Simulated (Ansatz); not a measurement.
A CCSD(T) single point on `BOB1CO1`.

```yaml
crystal:
  periodic: [false, false, false]
  atoms:
    - {symbol: B, position_ang: [1.802496, -0.071330, -1.007660]}
    - {symbol: O, position_ang: [1.114284, -0.160485, 0.166355]}
    - {symbol: B, position_ang: [-0.215056, 0.023546, 0.328258]}
    - {symbol: C, position_ang: [-1.533553, -0.070848, 1.040541]}
    - {symbol: O, position_ang: [-1.240568, 0.599720, -0.293818]}
    - {symbol: H, position_ang: [2.993372, -0.145587, -0.944657]}
    - {symbol: H, position_ang: [1.207868, 0.059792, -2.039159]}
    - {symbol: H, position_ang: [-1.842470, 0.642614, 1.799357]}
    - {symbol: H, position_ang: [-2.197872, -0.923722, 0.933683]}
basis:
  gaussian: {orbitals: def2-SVP}
correlation: {method: ccsd_t}
```

```sh
$ ansatz run in.yaml --threads 2 --pin off --events-out ev --progress --plain --max-ram 4352MiB
```

Log, shortened:

```
Functional definition: HF
893 factors; integrals over basis functions are off by at most 1.3e-3 eV
mean field evaluation 1: about -6505.0430 eV, gradient 3.7e1 eV
mean field evaluation 2: about -6505.1552 eV, gradient 3.7e1 eV
mean field evaluation 4: about -6508.2637 eV, gradient 3.8e0 eV
mean field evaluation 8: about -6508.3140 eV, gradient 7.8e-2 eV
mean field -6508.31399563 eV, -239.1761278457 hartree, gradient 9.1e-7 eV, S^2 0.000000; 0 other end points of the search recorded, 0 dependent functions left out
5 core orbitals not correlated: weight in the atoms' cores, before any rotation towards them, 1.000 or more for the frozen orbitals, at most 0.000 for the correlated occupied ones
reference -6508.31399563 eV, -239.1761278457 hartree; 13, 13 occupied and 72, 72 virtual orbitals, 893 factors
second order -17.89601275 eV of doubles, -0.00000000 eV of singles
cycle   1  -18.19121686 eV  change   -3.0e-1 eV  update   1.1e-1
cycle   2  -18.70576917 eV  change   -5.1e-1 eV  update   3.2e-2
cycle   3  -18.84594145 eV  change   -1.4e-1 eV  update   1.9e-2
cycle   4  -18.83432640 eV  change    1.2e-2 eV  update   5.2e-3
cycle   5  -18.83373814 eV  change    5.9e-4 eV  update   2.4e-3
cycle   6  -18.83477798 eV  change   -1.0e-3 eV  update   7.6e-4
cycle   7  -18.83444419 eV  change    3.3e-4 eV  update   3.2e-4
cycle   8  -18.83434775 eV  change    9.6e-5 eV  update   9.7e-5
cycle   9  -18.83439497 eV  change   -4.7e-5 eV  update   3.5e-5
cycle  10  -18.83439736 eV  change   -2.4e-6 eV  update   1.2e-5
perturbative correction -0.55544661 eV, -0.0204122866 hartree
Total energy: -6527.70383960 eV, -239.8886914688 hartree
```

Hardware: 2 threads of an Intel Xeon on a shared host. Wall time 3.3 s, peak host memory 0.42 GiB.

MP2 recovers 92.3 % of the CCSD(T) correlation energy and the triples give 2.9 %; T1 = 0.0161.
